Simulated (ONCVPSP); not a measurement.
Potentials for O compared

Generated with ld1.x 7.5 (TM, RRKJ, ultrasoft, PAW), atompaw 4.2 or ONCVPSP 4.0.1. The cutoff is in Ry: for ld1.x and atompaw files where the sum of valence levels is converged to 10 mRy in a Bessel basis, for ONCV files where the hardest occupied wave has 1 mHa per electron of residual kinetic energy. The error is the largest all-electron minus pseudo excitation energy over each file’s own four to seven test configurations (ionisations up to +4, promotions, holes and added fractions of an electron), all of which were solved. The labels leave out finer settings (local radius, basis sizes, second energies), which also bear on the numbers. Spin-polarised tests are not counted. The rows are a selection from randomly drawn settings: files with unsolved tests, undetermined cutoffs or missed reference levels are left out.

A true bound ghost makes a file unfit for plane-wave use even where its test errors are small: the radial tests pick states by their node count and pass the ghost by.

| potential | cutoff (Ry) | largest error (meV) | bound ghosts |
| --- | --- | --- | --- |
| ONCV, LDA (Perdew-Wang 92), scalar-relativistic, rc 0.90/1.50/1.60 (spd), local smoothed, core correction yes, reference 2s2 2p1, qcut 5.7/8.9/6, projectors 2/2/2 | 378 | +1774 | none |
| ONCV, PBE, scalar-relativistic, rc 0.65/1.45/1.35 (spd), local smoothed, core correction yes, reference 2s2 2p4, qcut 10.4/11.3/7.7, projectors 3/2/2 | 84 | +487 | s |
| ONCV, PBE, scalar-relativistic, rc 0.90/2.00/1.95 (spd), local smoothed, core correction no, reference 2s2 2p2, qcut 9.4/6.9/5, projectors 1/3/2 | 75 | +1589 | none |
| ONCV, PBE, scalar-relativistic, rc 0.85/1.30 (sp), local s, core correction yes, reference 2s2 2p3.5, qcut 9.4/11.1, projectors 0/3 | 86 | +55 | none |
| ONCV, BLYP, scalar-relativistic, rc 0.70/1.40/1.10 (spd), local smoothed, core correction yes, reference 2s2 2p2, qcut 7.6/11.4/7.8, projectors 2/3/3 | 174 | +248 | none |
| ONCV, LDA (Perdew-Wang 92), scalar-relativistic, rc 0.75/1.10/1.00 (spd), local smoothed, core correction yes, reference 2s2 2p3.5, qcut 9.4/14.3/9.7, projectors 2/2/1 | 120 | +35 | none |
| ONCV, BLYP, scalar-relativistic, rc 0.70/1.05/0.80 (spd), local smoothed, core correction yes, reference 2s2 2p3, qcut 10.6/11.6/11, projectors 3/1/2 | 99 | +131 | s |

(1) Fill in the row for O: ONCV, LDA (Perdew-Wang 92), scalar-relativistic, rc 0.75/1.40/1.40 (spd), local smoothed, core correction yes, reference 2s2 2p4, qcut 8.4/11.3/6.2, projectors 2/2/1.

(2) Fill in the row for O: ONCV, LDA (Perdew-Wang 92), scalar-relativistic, rc 0.80/1.65 (sp), local smoothed, core correction yes, reference 2s2 2p4, qcut 9.2/10, projectors 2/2.

## Answers

(1) cutoff 87 Ry, largest error +329 meV, bound ghosts: none.

(2) cutoff 81 Ry, largest error +890 meV, bound ghosts: none.
